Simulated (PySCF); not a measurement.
Ba(Cl)2 cation (BaCl2), SMILES [Cl][Ba][Cl] (connectivity only; charge and spin as stated), charge +1, multiplicity 2.

The structure is a stationary point at B3LYP-D3(BJ)/def2-TZVP. The multiplicity is an assumed one; other spin states were not compared. The isomer is the one that the SMILES or the coordinates give; other isomers of the formula were not compared. The def2 effective core potentials stand for the cores of Ba; spin–orbit coupling is left out.

All values below come from PySCF 2.14.0 with TDA-B3LYP/def2-SVPD.

Vertical excitations. 

**Question.** Give excitation energies, oscillator strengths and character. (An estimate is asked for; the answer gives what the named calculation found.)

**Answer.** 
```json
[
 {"state": "root 1", "energy (eV)": "1.39", "λ (nm)": "892", "f": "0.000", "main pairs": "β HOMO→LUMO 100 %"},
 {"state": "root 2", "energy (eV)": "2.07", "λ (nm)": "598", "f": "0.000", "main pairs": "β HOMO−1→LUMO 100 %"},
 {"state": "root 3", "energy (eV)": "2.22", "λ (nm)": "559", "f": "0.000", "main pairs": "β HOMO−2→LUMO 100 %"},
 {"state": "root 4", "energy (eV)": "2.38", "λ (nm)": "522", "f": "0.003", "main pairs": "β HOMO−3→LUMO 77 %, β HOMO−4→LUMO 22 %"},
 {"state": "root 5", "energy (eV)": "3.98", "λ (nm)": "312", "f": "0.228", "main pairs": "β HOMO−4→LUMO 65 %, β HOMO−3→LUMO 17 %"},
 {"state": "root 6", "energy (eV)": "4.82", "λ (nm)": "257", "f": "0.000", "main pairs": "α HOMO→LUMO 98 %"},
 {"state": "root 7", "energy (eV)": "5.03", "λ (nm)": "247", "f": "0.000", "main pairs": "β HOMO→LUMO+1 99 %"},
 {"state": "root 8", "energy (eV)": "5.27", "λ (nm)": "235", "f": "0.000", "main pairs": "α HOMO−1→LUMO 99 %"},
 {"state": "root 9", "energy (eV)": "5.33", "λ (nm)": "233", "f": "0.000", "main pairs": "α HOMO→LUMO+1 100 %"},
 {"state": "root 10", "energy (eV)": "5.37", "λ (nm)": "231", "f": "0.001", "main pairs": "α HOMO→LUMO+2 93 %"}
]
```
Unrestricted roots are not spin-pure.
